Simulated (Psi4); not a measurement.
Cl₂Co, quartet, geometry from GFN2-xTB (such geometries of metal compounds can be far from the true shape).

Input for Psi4:
```
memory 2 GB

molecule {
0 4
Co    0.00000000    0.00000000    0.00000000
Cl   -0.00000000   -0.00000000   -1.94700374
Cl    0.00000000    0.00000000    1.94700374
}

set {
  basis 6-31g
  reference uks
}

energy('bp86')
print_variables()
```

Question: Predict the number of basis functions from BP86/6-31G in Psi4 1.11.

Answer: 55

Question: What is the computed <S^2> (BP86/6-31G)?

Answer: 3.756

These values belong to the state on which the SCF converged, which isn't shown to be the lowest.
